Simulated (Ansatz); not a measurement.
Correlation energies of CH2BF3O, SMILES `OC(F)(F)BF` by basis set

Z-matrix (Å, degrees):
```
C
F 1 1.372
F 1 1.372 2 104.5
O 1 1.346 2 110.4 3 118.7
B 1 1.607 2 108.8 3 -116.0
H 4 0.967 1 109.0 2 -57.5
F 5 1.307 1 119.3 2 -123.2
H 5 1.193 1 120.4 2 56.8
```

The species carries charge 0 and has multiplicity 1. Geometry: relaxed with PBE0-D4/def2-TZVP. It is one conformer, not always the lowest. Frozen core, restricted reference, Ansatz 0.2.0. CBS rows extrapolate triple and quadruple zeta; past MP2 they add the triple-zeta difference.

| basis | HF (Eh) | MP2 corr. | CCSD corr. | (T) | CCSD(T) total |
| --- | --- | --- | --- | --- | --- |
| def2-SVP | -436.60565 | -0.94185 | -0.96725 | -0.01998 | -437.59288 |
| def2-TZVPP | -437.14590 | -1.23307 | -1.24713 | -0.04100 | -438.43403 |
| def2-QZVPP | -437.16502 | -1.34266 | – | – | – |
| CBS(def2) | -437.16766 | -1.42383 | -1.43789 | as TZ | -438.64655 |
